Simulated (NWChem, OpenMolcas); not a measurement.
**A ladder of methods for GeCl2 (germanium dichloride)**

GeCl2: 3 atoms, total charge 0, spin state singlet. SMILES: `Cl[Ge]Cl`. The coordinates come from a PBE0-D4/def2-TZVP relaxation.

```xyz
3

Cl   -0.0654   -1.6817    0.4227
Ge   -0.4212    0.0672   -0.8320
Cl    0.4866    1.6145    0.4093
```

Quantity: the HOMO–LUMO gap, in eV. The values are calculated.

```json
{"level": "HF/aug-cc-pVDZ", "kind": "Hartree–Fock", "program": "OpenMolcas", "value (eV)": "10.35", "CPU time": "16 s"}
{"level": "SVWN5/aug-cc-pVDZ", "kind": "LDA", "program": "OpenMolcas", "value (eV)": "3.16", "CPU time": "27 s"}
{"level": "BLYP/aug-cc-pVDZ", "kind": "GGA", "program": "OpenMolcas", "value (eV)": "3.19", "CPU time": "32 s"}
{"level": "M06-L/aug-cc-pVDZ", "kind": "meta-GGA", "program": "OpenMolcas", "value (eV)": "3.57", "CPU time": "39 s"}
{"level": "M06-2X/aug-cc-pVDZ", "kind": "hybrid meta-GGA", "program": "NWChem", "value (eV)": "7.01", "CPU time": "91 s"}
{"level": "B2PLYP/aug-cc-pVDZ", "kind": "double hybrid", "program": "OpenMolcas", "value (eV)": "7.03", "CPU time": "23 s"}
```

All-electron rows without a relativistic Hamiltonian named are non-relativistic. The values span 3.16 to 10.35 eV. Orbital gaps aren't excitation energies, and those of double hybrids come from the SCF part alone; they tend to grow with the share of exact exchange. CPU times are rough (shared hosts, several kinds of processor): they show what a rung costs within a factor of a few.
